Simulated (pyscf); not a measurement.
Structures and frequencies: ωB97X-D3(BJ)/def2-SVP in PySCF. MP2 and CC: frozen core, UHF for open shells. ΔMP2 is the change of the MP2 total energy from the triple- to the quadruple-zeta basis.

Q: PBE/def2-TZVP puts the barrier of H₂Si=PH → :HSi–PH₂ [singlet] (hydrogen shift; singlet surface; H–Si broken, H–P formed) at 32.2 kcal/mol and the reaction energy at +13.1 kcal/mol, from the reactant's lowest minimum found. What do B3LYP-D3(BJ)/def2-TZVP, ωB97M-D3(BJ)/def2-TZVP, CCSD(T)/def2-TZVPP + ΔMP2(QZVPP) give on the same structures?

A: B3LYP-D3(BJ): ΔE‡ = 35.7 kcal/mol, ΔE = +12.6 kcal/mol; ωB97M-D3(BJ): ΔE‡ = 36.7 kcal/mol, ΔE = +11.4 kcal/mol; CCSD(T): ΔE‡ = 36.6 kcal/mol, ΔE = +14.0 kcal/mol. PBE's barrier lies under all of them, by 3.5 to 4.4 kcal/mol. Its reaction energy lies among theirs. Low barriers are usual for a GGA, whose delocalisation error favours stretched bonds. This is the saddle that the search found; another between the same sides may lie lower. One closed-shell reference is unstable to symmetry breaking; treat the single-reference values with care. The CCSD(T) − MP2 part came from Ansatz, without density fitting, on the same reference. The largest closed-shell T1 diagnostic is 0.038, which may signal static correlation.
